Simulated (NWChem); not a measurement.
Molecule: trimethylarsine (C₃H₉As); SMILES C[As](C)C

```xyz
13

C      0.6383     1.5892    -0.5292
As     0.0000     0.0000     0.4783
C      1.0571    -1.3473    -0.5292
C     -1.6954    -0.2418    -0.5292
H      0.5757     1.4287    -1.6246
H      1.6899     1.8013    -0.2522
H      0.0235     2.4692    -0.2552
H      0.9495    -1.2129    -1.6246
H      0.7150    -2.3641    -0.2522
H      2.1267    -1.2550    -0.2552
H     -1.5251    -0.2158    -1.6246
H     -2.1502    -1.2143    -0.2552
H     -2.4049     0.5628    -0.2522
```
Atoms are numbered in this order, from 1.

Program: NWChem. Pople sets run with spherical d functions. Geometry: optimised at PBE-D3(BJ)/def2-SVP. Ions are spin-unrestricted doublets at the neutral geometry; other ion states weren't tried. Functional: LC-ωPBE (HJS hole) with 6-31G*; rows give the range parameter ω in 1/bohr.

Task: At which range parameter does −ε(HOMO) equal the ΔSCF ionisation energy (optimal tuning)?

Result: about 0.36 per bohr, by linear interpolation in these runs:
```json
[
 {"range parameter (1/bohr)": "0.10", "vertical ionisation energy, ΔSCF (eV)": "8.41", "−ε(HOMO) (eV)": "6.72", "ΔSCF minus −ε(HOMO) (eV)": "1.69"},
 {"range parameter (1/bohr)": "0.15", "vertical ionisation energy, ΔSCF (eV)": "8.44", "−ε(HOMO) (eV)": "7.31", "ΔSCF minus −ε(HOMO) (eV)": "1.13"},
 {"range parameter (1/bohr)": "0.20", "vertical ionisation energy, ΔSCF (eV)": "8.48", "−ε(HOMO) (eV)": "7.80", "ΔSCF minus −ε(HOMO) (eV)": "0.68"},
 {"range parameter (1/bohr)": "0.50", "vertical ionisation energy, ΔSCF (eV)": "8.70", "−ε(HOMO) (eV)": "9.33", "ΔSCF minus −ε(HOMO) (eV)": "-0.63"},
 {"range parameter (1/bohr)": "0.80", "vertical ionisation energy, ΔSCF (eV)": "8.76", "−ε(HOMO) (eV)": "9.74", "ΔSCF minus −ε(HOMO) (eV)": "-0.98"}
]
```
